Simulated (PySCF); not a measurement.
Re⁷³⁺ (rhenium, charge +73): Hartree-Fock from Schrödinger to Dirac-Coulomb-Breit

Occupied: 1s1/2. Hartree-Fock calculated with PySCF 2.14 in an uncontracted even-tempered set (18 s from 20 bohr⁻², ratio 2.3; 15 p from 24 bohr⁻², ratio 2.3), Gaussian nucleus throughout. NR is non-relativistic, sf-X2C the spin-free one-electron X2C Hamiltonian, X2C adds the bare one-electron spin-orbit term, X2C-SNSO screens it by Boettger's factors, DC is four-component Dirac-Coulomb, and the Gaunt and Breit terms are added at first order (total energies over the DC spinors, levels after relaxing the spinors in that mean field). QED terms are absent. Levels marked empty are virtual spinors of this ion.

| Hamiltonian | E (hartree) |
| --- | --- |
| NR | -5577.8125 |
| sf-X2C | -6065.6926 |
| X2C | -6065.6926 |
| X2C-SNSO | -6065.6926 |
| DC | -6068.8183 |
| DC+Gaunt | -6062.6810 |
| DC+Breit | -6062.6810 |

```json
{"level (eV)": "1s1/2", "NR": "-75255.3", "sf-X2C": "-81765.2", "X2C": "-81765.2", "X2C-SNSO": "-81765.2", "DC": "-81849.6", "DC+Gaunt": "-81683.8", "DC+Breit": "-81683.8"}
{"level (eV)": "2s1/2 (empty)", "NR": "-18327.0", "sf-X2C": "-20325.1", "X2C": "-20325.1", "X2C-SNSO": "-20325.1", "DC": "-20334.8", "DC+Gaunt": "-20315.8", "DC+Breit": "-20318.1"}
{"level (eV)": "2p1/2 (empty)", "NR": "-18186.5", "sf-X2C": "-18970.1", "X2C": "-20156.7", "X2C-SNSO": "-20137.8", "DC": "-20133.7", "DC+Gaunt": "-20094.0", "DC+Breit": "-20099.5"}
{"level (eV)": "2p3/2 (empty)", "NR": "-18186.5", "sf-X2C": "-18970.1", "X2C": "-18503.6", "X2C-SNSO": "-18509.4", "DC": "-18515.7", "DC+Gaunt": "-18496.8", "DC+Breit": "-18502.3"}
{"level (eV)": "3s1/2 (empty)", "NR": "-8110.7", "sf-X2C": "-8804.4", "X2C": "-8804.4", "X2C-SNSO": "-8804.4", "DC": "-8807.2", "DC+Gaunt": "-8801.9", "DC+Breit": "-8802.6"}
```

Q: How large are the two-electron picture-change error of X2C and the Breit correction in the total energy?

A: X2C-1e lies 3.1256 hartree above Dirac-Coulomb; Gaunt adds 6.1373 and the full Breit term 6.1373 hartree.

```tsv
interval (eV)	X2C	X2C-SNSO	DC	DC+Gaunt	DC+Breit
2p3/2 − 2p1/2	1653	1628	1618	1597	1597
```

Weight of the small component: 1s1/2 0.0807, 2s1/2 0.0200, 2p1/2 0.0199, 2p3/2 0.0182, 3s1/2 0.00865.

Koopmans' value for the highest occupied level at DC+Breit: 81683.8 eV, against an ionisation energy of 81556.58 ± 0.2 eV (theoretical estimate listed by NIST; NIST Atomic Spectra Database, ionization energies); the former lacks relaxation, correlation, QED and recoil.

The whole ladder took 61 s of wall time on 1 thread of Neoverse-V2 (shared host), launched as `OMP_NUM_THREADS=1 python relrun2.py TASK.json OUT` (a driver that calls PySCF for each Hamiltonian).

Dirac-Coulomb iterations, started from the X2C spinors:

```
with_ssss True, with_gaunt False, with_breit False
light speed = 137.03599967994
init E= -5990.24589215805
cycle= 1 E= -6068.81801736622  delta_E= -78.6  |g|= 2.72  |ddm|= 0.0652
cycle= 2 E= -6068.81825948139  delta_E= -0.000242  |g|= 0.00498  |ddm|= 0.000215
cycle= 3 E= -6068.8182594831  delta_E= -1.71e-09  |g|= 8.05e-06  |ddm|= 1.13e-06
```
